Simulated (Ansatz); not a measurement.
Cartesian coordinates in Å:
```
S -0.1917 2.3778 1.1398
C -0.1252 0.9147 0.4770
N -0.7568 -0.2412 0.4658
Ge 0.7039 -0.4346 -0.7093
H -1.5909 -0.4858 0.9882
H 1.7123 -1.4750 -0.2034
H 0.2484 -0.6559 -2.1581
```

The species carries charge 0 and has multiplicity 1.

Q: List the r2SCAN/def2-TZVPP orbital energies in eV (the Gaussian-basis code of Ansatz). (Estimate.)

A: The calculation gave: Occupied: -10835.11, -2408.31, -1350.18, -1200.26, -1200.21, -1200.20, -386.54, -275.79, -212.74, -168.38, -156.81, -156.72, -156.62, -118.17, -118.01, -118.00, -31.49, -31.39, -31.34, -31.25, -31.24, -25.07, -19.35, -16.50, -14.01, -11.23, -10.65, -10.29, -8.90, -7.85, -6.23, -5.28. Lowest empty: -2.08, -1.62, -0.32, 0.79, 1.82, 1.96, 2.62, 3.61.
